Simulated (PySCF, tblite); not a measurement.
Isomers of C4H4N2OSi, one GFN2-xTB conformer each. Single-point energies are computed at PBE0/pcSseg-1 (PySCF, gas phase, no added dispersion term), electronic only.

Question: Rank them by PBE0/pcSseg-1 energy, lowest first (kcal/mol).
A. `[N:1]#[C:2][C:3]1=[N:4][Si@H:5]([CH:6]=[O:7])[CH2:8]1` with N4–Si5–C6–O7 134°
B. `N#CC1=N[SiH2]C(=O)C1`

Answer: B (0.0), A (20.3).

As drawn, the higher has a four-membered ring, which the lower lacks. GFN2-xTB itself gives, in the same order: 0.0, 39.7. Both levels put the same isomer lowest.

Q: Which frontier levels, dipoles and rotational constants go with these structures?

A: 
| SMILES | HOMO (eV, PBE0/pcSseg-1) | LUMO (eV) | dipole (D) | A, B, C (MHz) |
| --- | --- | --- | --- | --- |
| N#CC1=N[SiH2]C(=O)C1 | -7.19 | -2.57 | 2.42 | 3616, 1215, 924.8 |
| N#CC1=N[Si@H](C=O)C1 | -7.69 | -2.63 | 3.23 | 6210, 818.5, 804.8 |

Q: What happens when harmonic zero-point energies from GFN2-xTB frequencies are added?

A: 
| SMILES | ZPE (kcal/mol) | electronic (kcal/mol) | with ZPE (kcal/mol) |
| --- | --- | --- | --- |
| N#CC1=N[SiH2]C(=O)C1 | 44.3 | 0.0 | 0.0 |
| N#CC1=N[Si@H](C=O)C1 | 44.7 | 20.3 | 20.6 |

The zero-point energies span 0.4 kcal/mol. The order is unchanged.
